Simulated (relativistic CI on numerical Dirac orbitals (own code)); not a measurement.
Line list: Electric-dipole lines, Ce XLIV

Calculated at this level of theory: Dirac-Coulomb-Breit CI, separate exchange-only KLI orbitals for each configuration, model QED, unscaled Slater integrals (own radial code, finite nucleus).

Configuration list (outside the closed core [Ne]): 3s2 3p3, 3s 3p4, 3s2 3p2 3d, 3p5, 3s 3p3 3d, 3p4 3d, 3s 3p2 3d2, 3s2 3p 3d 4p, 3p4 4s, 3s 3p2 3d 4s, 3p4 4p, 3s2 3p2 4s, 3s2 3p 3d2, 3s2 3d3, 3s 3p 3d3, 3s2 3d2 4s, 3p3 3d2, 3p2 3d3, 3p2 3d2 4s, 3s2 3p 3d 4s, 3s 3p 3d2 4s, 3s2 3d 4s2, 3s 3p2 3d 4p, 3s 3p 3d2 4p, 3p2 3d2 4p, 3s 3p 3d 4s 4p. Double excitations out of closed p, d and f shells are left out; levels of such configurations are missing from the list, as are those of other unlisted configurations, and high levels can miss mixing partners.

| λ vac (nm) | Lower | Upper | A (s⁻¹) | gf | Branching (%) |
| --- | --- | --- | --- | --- | --- |
| 3.9807 | 3s2 3p2 3d 4F_3/2 [5] | 3s2 3p 3d2 2D°_3/2 [62] | 1.23e+12 | 1.17e+00 | 98.3 |
| 3.9963 | 3s2 3p2 3d 2G_7/2 [14] | 3s2 3p 3d2 2G°_7/2 [119] | 5.75e+11 | 1.10e+00 | 47.7 |
| 4.0154 | 3s2 3p2 3d 4D_7/2 [15] | 3s2 3p 3d2 4P°_5/2 [133] | 8.38e+11 | 1.22e+00 | 95.9 |
| 4.0284 | 3s2 3p2 3d 2D_5/2 [6] | 3s2 3p 3d2 2G°_7/2 [74] | 4.61e+11 | 8.96e-01 | 82.4 |
| 4.0458 | 3s2 3p2 3d 2D_5/2 [6] | 3s2 3p 3d2 4S°_3/2 [73] | 8.00e+11 | 7.85e-01 | 93.0 |
| 4.0603 | 3s2 3p3 2P°_3/2 [1] | 3s2 3p2 3d 2P_1/2 [21] | 8.72e+11 | 4.31e-01 | 99.8 |
| 4.0636 | 3s2 3p3 2P°_3/2 [1] | 3s2 3p2 3d 2D_3/2 [20] | 1.17e+12 | 1.16e+00 | 99.9 |
| 4.0813 | 3s2 3p3 4S°_3/2 [2] | 3s2 3p2 3d 2P_1/2 [38] | 8.84e+11 | 4.42e-01 | 94.3 |
| 4.0823 | 3s2 3p3 4S°_3/2 [2] | 3s2 3p2 3d 2D_3/2 [37] | 5.83e+11 | 5.83e-01 | 60.2 |
| 4.1019 | 3s2 3p3 4S°_3/2 [2] | 3s2 3p2 3d 2D_5/2 [35] | 2.52e+11 | 3.81e-01 | 33.9 |
| 4.1037 | 3s2 3p2 3d 2D_5/2 [6] | 3s2 3p 3d2 4D°_5/2 [71] | 8.85e+11 | 1.34e+00 | 96.5 |
| 4.1519 | 3s2 3p3 2P°_3/2 [1] | 3s2 3p2 3d 4P_5/2 [17] | 5.33e+11 | 8.26e-01 | 97.6 |
| 4.1569 | 3s2 3p3 2P°_1/2 [4] | 3s2 3p2 3d 2D_3/2 [45] | 6.55e+11 | 6.79e-01 | 95.2 |
| 4.1944 | 3s 3p4 4P_5/2 [7] | 3s 3p3 3d 4P°_5/2 [82] | 5.24e+11 | 8.29e-01 | 69.7 |
| 4.2211 | 3s2 3p3 2D°_5/2 [3] | 3s2 3p2 3d 2F_7/2 [36] | 3.98e+11 | 8.50e-01 | 100.0 |
| 4.2306 | 3s2 3p3 2D°_5/2 [3] | 3s2 3p2 3d 2D_5/2 [35] | 4.89e+11 | 7.87e-01 | 65.8 |
| 4.2711 | 3s2 3p2 3d 2G_9/2 [19] | 3s2 3p 3d2 4G°_9/2 [125] | 6.66e+11 | 1.82e+00 | 78.8 |
| 4.4561 | 3s2 3p2 3d 4F_3/2 [5] | 3s2 3p 3d2 4G°_5/2 [52] | 3.26e+11 | 5.82e-01 | 97.7 |
| 4.7677 | 3s2 3p3 2P°_3/2 [8] | 3s 3p4 2S_1/2 [65] | 9.64e+11 | 6.57e-01 | 99.5 |
| 4.8127 | 3s2 3p2 3d 2G_7/2 [14] | 3s 3p3 3d 2F°_5/2 [92] | 4.80e+11 | 1.00e+00 | 61.8 |
| 4.8157 | 3s2 3p2 3d 2G_9/2 [19] | 3s 3p3 3d 4D°_7/2 [108] | 3.77e+11 | 1.05e+00 | 55.5 |
| 4.8535 | 3s2 3p3 2D°_5/2 [3] | 3s 3p4 2P_3/2 [29] | 4.32e+11 | 6.10e-01 | 72.5 |
| 4.9768 | 3s2 3p2 3d 4F_3/2 [5] | 3s 3p3 3d 4G°_5/2 [43] | 2.15e+11 | 4.79e-01 | 87.7 |
| 5.1607 | 3s2 3p2 3d 4F_9/2 [41] | 3s 3p3 3d 4F°_9/2 [165] | 5.36e+11 | 2.14e+00 | 96.0 |
| 5.1847 | 3s2 3p3 2D°_5/2 [3] | 3s 3p4 2D_5/2 [27] | 2.73e+11 | 6.59e-01 | 93.9 |
| 5.2016 | 3s2 3p3 4S°_3/2 [2] | 3s 3p4 4P_3/2 [26] | 2.25e+11 | 3.65e-01 | 77.5 |
| 5.5451 | 3s2 3p3 2P°_3/2 [8] | 3s2 3p2 3d 2D_5/2 [54] | 4.24e+11 | 1.17e+00 | 98.3 |
| 5.5827 | 3s2 3p3 4S°_3/2 [2] | 3s2 3p2 3d 2D_5/2 [23] | 2.90e+11 | 8.13e-01 | 81.1 |
| 5.6537 | 3s2 3p3 2P°_3/2 [8] | 3s2 3p2 3d 2D_3/2 [51] | 3.16e+11 | 6.06e-01 | 92.0 |
| 5.8807 | 3s2 3p3 2D°_5/2 [3] | 3s2 3p2 3d 2F_7/2 [22] | 1.61e+11 | 6.67e-01 | 100.0 |

Terms are leading LS components. Brackets give the number of a level in order of energy, since labels repeat. The list gives strong lines, with weight on those to low levels, without lines whose two gauges differ by over a factor of 2.5, among the lowest 200 of 3317 levels, so that lines to higher ones, which can be the strongest, are missing. Levels whose partners in the same complex of configurations lie outside the list can be far off, and so can their lines. Rates are taken at the computed energies, electric ones in the length gauge.

At this charge energies of transitions that change n are usually good to better than 1 %, and those within a shell (Δn = 0) to a few per cent.

LS names give the leading component of a level, which can be under half, so a name can repeat, a term be missing and a line seem to break the LS rules.
